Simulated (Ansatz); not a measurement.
Molecule: 3-fluorocyclobutan-1-one, C4H5FO (charge 0, singlet). 
Geometry from a B3LYP-D3(BJ)/def2-TZVP (Ansatz, an electronic-structure program) optimisation:
```
C
F 1 1.3862
H 1 1.0892 2 107.59
C 1 1.5448 3 114.61 2 128.27
H 4 1.0891 1 118.54 3 -11.05
H 4 1.0925 5 109.39 1 129.02
C 4 1.5325 5 116.82 6 128.10
O 7 1.1944 4 133.92 5 -45.57
C 7 1.5325 8 133.92 4 -174.55
H 9 1.0891 7 116.82 8 45.57
H 9 1.0925 10 109.39 7 128.10
```

Parts of the frozen-core correlation energy in cc-pwCVTZ (Ansatz, hartree). Frozen orbitals: 6; correlated occupied orbitals by spin: 17 and 17; virtual: 305 and 305. Spin-orbit coupling is left out. Non-relativistic.

| term | value |
|---|---|
| reference (HF) | -328.77085 |
| MP2 opposite-spin | -0.86160 |
| MP2 same-spin | (withheld) |
| CCSD correlation | (withheld) |
| (T) | (withheld) |
| T1 diagnostic | 0.013 |
| largest doubles amplitude | 0.030 |

Task: Fill in the missing entries.

Result: 
- MP2 same-spin, value: -0.28573
- CCSD correlation, value: -1.17005
- (T), value: -0.04976
